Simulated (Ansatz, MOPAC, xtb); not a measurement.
Spectroscopic constants of SeH, multiplicity 2 (the spin of the measured ground state). No spin–orbit coupling. Se is treated without relativity.

Constants: fifth-degree fit in 1/R to seven points, most abundant isotopes. In def2 and cc sets the state is the lowest found near the PBE0 minimum, followed along R.

Codes used: Ansatz (Gaussian orbitals); MOPAC for AM1, PM3, PM6, PM7 (differences of heats of formation); xtb for the GFN methods.  The GFN methods have no spin term and hold the electronic entropy of 300 K.

```csv
level,r_e (Å),ω_e (cm⁻¹),α_e (cm⁻¹),B_e (cm⁻¹),D_e (eV),dipole (D)
AM1,1.413,1877,0.17,8.49,-,-
PM3,1.472,1600,-0.67,7.82,-,-
PM6,1.465,2498,0.086,7.90,-,-
PM7,1.461,2323,0.090,7.93,-,-
GFN1-xTB,1.449,2376,0.25,8.07,-,-
GFN2-xTB,1.445,2075,0.40,8.11,-,-
SVWN5/def2-TZVPP,1.480,2364,0.21,7.73,3.94,0.61
PBE/def2-TZVPP,1.484,2350,0.21,7.69,3.42,0.54
r2SCAN/def2-TZVPP,1.470,2427,0.21,7.84,3.44,0.60
B97M-V/def2-TZVPP,1.467,2423,0.22,7.87,3.43,0.56
B3LYP/def2-TZVPP,1.474,2400,0.21,7.79,3.43,0.54
PBE0/def2-TZVPP,1.471,2441,0.20,7.83,3.35,0.59
BHLYP/def2-TZVPP,1.461,2495,0.20,7.93,3.32,0.59
CAM-B3LYP/def2-TZVPP,1.467,2453,0.20,7.87,3.43,0.58
wB97X-V/def2-TZVPP,1.466,2483,0.20,7.88,3.45,0.61
wB97M-V/def2-TZVPP,1.466,2463,0.20,7.88,3.40,0.57
B2PLYP/def2-TZVPP,1.467,2447,0.21,7.87,3.37,-
CCSD/def2-TZVPP,1.464,2450,0.21,7.90,3.28,-
CCSD/def2-QZVPP,1.460,2465,0.21,7.94,3.34,-
CCSD(T)/def2-TZVPP,1.466,2431,0.22,7.88,3.32,-
CCSD(T)/def2-QZVPP,1.463,2441,0.21,7.91,3.39,-
"CCSD(T)/CBS(def2-TZVPP, def2-QZVPP)",1.462,2446,0.21,7.93,-,-
```

D_e counts from each atom's lowest state at the same level, without counterpoise or zero-point energy.

Correlated levels freeze the inner cores; with def2 sets outer-core shells near the valence are correlated too. CBS(a, b) extrapolates the correlation energy as X⁻³ and adds the Hartree–Fock energy of set b. The state that AM1, PM3, PM6, PM7 reach isn't checked; PM7 holds dispersion and hydrogen-bond terms.

Measured for the ground state: r_e 1.475 Å [NIST CCCBDB]. dipole 0.5 D [compilation of Liu, Meijer and Pérez-Ríos].

Ansatz is a program for electronic structure.
